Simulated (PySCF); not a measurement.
Computed structure and properties of Nd2O2F2

System: Nd2O2F2 (singlet in the valence; each metal's 4f electrons, 3 of them, lie in its core potential, out of spins and levels); start: displaced along the imaginary mode (C2h). Method: PySCF 2.14.0, RKS PBE0, Nd lcecp-1-SVP with ECP49, O def2-SVP, F def2-SVP; non-relativistic Hamiltonian with scalar-relativistic core potentials where named; density fitting; no spin-orbit coupling.

Input of the relaxation:

```python
mol = gto.M(atom='''
Nd     0.00000    -0.07717     1.63984
Nd     0.00000     0.07717    -1.63984
O      1.37108     0.00000     0.00000
O     -1.37108     0.00000    -0.00000
F      0.00000     0.25000     3.78095
F      0.00000    -0.25000    -3.78095''',
    basis={'Nd': 'lcecp-1-SVP', 'O': 'def2-SVP', 'F': 'def2-SVP'},
    ecp={'Nd': 'lcecp-1-SVP'},
    charge=0, spin=0)
mf = dft.RKS(mol, xc='PBE0')
mf.grids.atom_grid = (50, 194)  # f atoms: unpruned, at least (60, 302)
mf = mf.density_fit()  # fitting sets: Nd AutoAux, O def2-universal-JKFIT, F def2-universal-JKFIT
mf.conv_tol = 1e-08; mf.max_cycle = 55
mf.kernel(dm0)  # dm0: converged density of the start geometry
# quasi-Newton relaxation in Cartesian coordinates to a largest gradient under 0.00045 Eh/bohr, steps kept in the point group
```

Run from Python with OMP_NUM_THREADS=2; the lines above give its settings. Where DIIS fails, smearing, a level shift and second-order steps follow.
It took 110 s on 2 threads of Arm Neoverse V1, on a shared host, from the converged density of the start.

Course of the relaxation:

```tsv
step	energy above end (eV)	largest force component within the symmetry (eV/Å)
0	0.6707	0.461
1	0.6395	0.295
2	0.4983	0.686
3	0.3159	1.223
4	0.2344	1.297
5	0.1675	0.973
6	0.1039	0.607
7	0.0407	0.463
8	0.0082	0.244
9	0.0003	0.045
10	0.0001	0.034
11	0.0000	0.006
```

Relaxed geometry (C2h):

```xyz
6

Nd    0.0000   -0.7297    1.4500
Nd    0.0000    0.7297   -1.4500
O     1.3467    0.0000    0.0000
O    -1.3467    0.0000    0.0000
F     0.0000    0.5001    3.1382
F     0.0000   -0.5001   -3.1382
```

```
   contact      Å
Nd1–O3 (O)  2.109
Nd1–O4 (O)  2.109
Nd1–F5 (F)  2.089
Nd2–F6 (F)  2.089
```

On the finer grid (75, 302):

```
HOMO                                                          : -7.39 eV
LUMO                                                          : -1.56 eV
Dipole about the centre of mass                               : 0.00 D
Set of Mulliken populations of Nd1 outside the core potential : s 2.18, p 6.16, d 1.46, f 0.10
D3(BJ) dispersion energy (not in the energies)                : -0.124 eV
```

```tsv
atom	Mulliken (e)	Löwdin (e)	spin (e)
Nd1	1.10	0.75	0.00
Nd2	1.10	0.75	0.00
O3	-0.65	-0.42	0.00
O4	-0.65	-0.42	0.00
F5	-0.45	-0.33	0.00
F6	-0.45	-0.33	0.00
```

The 4f levels lie in the core potential and are missing. Their spin isn't counted.

On the grid (50, 194), as all that follows. Harmonic modes: a minimum within the noise of the softest modes; lowest 44 cm⁻¹ (negative: unstable), highest 639 cm⁻¹, zero-point energy 0.253 eV.

Rigid scan of O along the line from its metal:

| distance to O3 (Å) | energy (eV) |
| --- | --- |
| 1.81 | 1.086 |
| 1.91 | 0.417 |
| 2.01 | 0.090 |
| 2.11 | 0.000 |
| 2.21 | 0.070 |
| 2.31 | 0.247 |
| 2.41 | 0.493 |
| 2.56 | 0.934 |

Taking off one F (charge -1, singlet; the rest: singlet) in vacuum, both parts rigid, costs 10.24 eV; the small basis without counterpoise inflates it. Most of it is the attraction of opposite charges; other ways to part are cheaper, and one spin state was tried for the rest.

Rigid scan of F along the line from its metal:

(distance to F5 (Å), energy (eV)): (1.79, 1.265), (1.89, 0.482), (1.99, 0.104), (2.09, 0.000), (2.19, 0.077), (2.29, 0.269), (2.49, 0.835), (2.79, 1.814), (3.19, 3.005), (3.69, 4.140)

One start shape was tried, so this needn't be the lowest isomer.

An lcecp potential fixes the number of 4f electrons, so in runs with it no electron can move into or out of that shell.
